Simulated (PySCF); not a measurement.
Working out the ionisation energy of Ar(2+)

Ar(2+) [Ne] 3s2 3p4 (3P) → Ar(3+) [Ne] 3s2 3p3 (4S). Computed with PySCF 2.14 in aug-cc-pCVTZ-DK with one added diffuse shell each of s, p, d, f type (9s8p6d4f, 91 functions), with the spin-free X2C one-electron Hamiltonian (Gaussian nucleus). Frozen: nothing. Energies in hartree (1 hartree = 27.21139 eV):

| part | Ar(2+) (lower) | Ar(3+) (upper) |
| --- | --- | --- |
| UHF | -527.119071 | -525.671580 |
| MP2 opposite-spin | -0.350522 | -0.322613 |
| MP2 same-spin | -0.128890 | -0.124781 |

Q: What does Hartree-Fock give?

A: (-525.671580) − (-527.119071) = 1.447491 hartree = 39.388 eV.

Q: What do MP2 and SCS-MP2 (6/5 opposite-spin, 1/3 same-spin) give?

A: The opposite-spin parts differ by 0.759 eV and the same-spin parts by 0.112 eV. MP2: 39.388 + (0.759) + (0.112) = 40.259 eV. SCS-MP2: 39.388 + 1.2 × (0.759) + (0.112)/3 = 40.336 eV.

A first-order spin-orbit estimate adds 0.063 eV to MP2 (all electrons), giving 40.322 eV against 40.735 ± 0.012 eV (semi-empirical (NIST evaluation); NIST Atomic Spectra Database, ionization energies).

What remains against the reference includes basis incompleteness and correlation beyond second order.
